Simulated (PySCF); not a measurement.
## How methods differ on the ionisation energy of Be⁺

Be⁺ [He] 2s1 (2S) → Be²⁺ 1s2 (1S), as a difference of total energies. Calculation: PySCF 2.14, in x2c-QZVPPall with one added diffuse shell each of s, p type (8s5p2d1f, 40 functions); the spin-free X2C one-electron Hamiltonian (Gaussian nucleus). Correlated levels: valence and next inner shell: nothing frozen. The calculations carry no spin-orbit coupling.

```json
{"method": "UHF", "ionisation energy (eV)": "18.130"}
{"method": "PBE", "ionisation energy (eV)": "18.498"}
{"method": "r2SCAN", "ionisation energy (eV)": "18.183"}
{"method": "BP86", "ionisation energy (eV)": "18.390"}
{"method": "M06-2X", "ionisation energy (eV)": "18.363"}
{"method": "MN15", "ionisation energy (eV)": "18.037"}
{"method": "wB97X", "ionisation energy (eV)": "17.944"}
{"method": "MP2 (valence and next inner shell)", "ionisation energy (eV)": "18.168"}
{"method": "SCS-MP2 (valence and next inner shell)", "ionisation energy (eV)": "18.162"}
```

Question: Estimate what LDA gives.

Answer: 18.256 eV, closest to r2SCAN among the rows shown.

Question: Estimate what PBE0 gives.

Answer: 18.459 eV, closest to PBE among the rows shown.

Errors of the correlated levels include the incompleteness of this basis.

For comparison: 18.211 eV (measured; NIST Atomic Spectra Database, ionization energies).
